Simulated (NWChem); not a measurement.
# Basis-set convergence for chlorotrifluoromethane (CClF3)

SMILES: FC(F)(F)Cl
```xyz
5

F      0.8548     0.5647     1.0781
C      0.3553    -0.0246     0.0000
F      0.8548     0.5647    -1.0781
F      0.7258    -1.2981     0.0000
Cl    -1.4147     0.0980     0.0000
```
Charge 0, spin multiplicity 1.

Everything below was run with NWChem. The geometry was optimised at B3LYP/def2-SVP, a minimum by its harmonic frequencies.

Quantity: LUMO energy at the level PBE.

The Pople sets run with spherical d functions.

```
basis       functions  LUMO energy (eV)
----------  ---------  ----------------
STO-3G             29              3.03
3-21G              49             -0.71
cc-pVDZ            74             -0.68
def2-SVPD         116             -1.46
6-311++G**        118             -1.47
cc-pVTZ           154             -1.08
pcseg-2           154             -1.32
def2-TZVP         161             -1.24
def2-TZVPP        166             -1.25
def2-TZVPD        203             -1.50
```

Smallest basis within 0.1 eV of def2-TZVPD, the largest set run: def2-SVPD, with 116 functions against 203 and about 20 % of the time (also within reach: 6-311++G**). def2-TZVPD isn't the basis-set limit itself, and a small set can land close by cancellation.
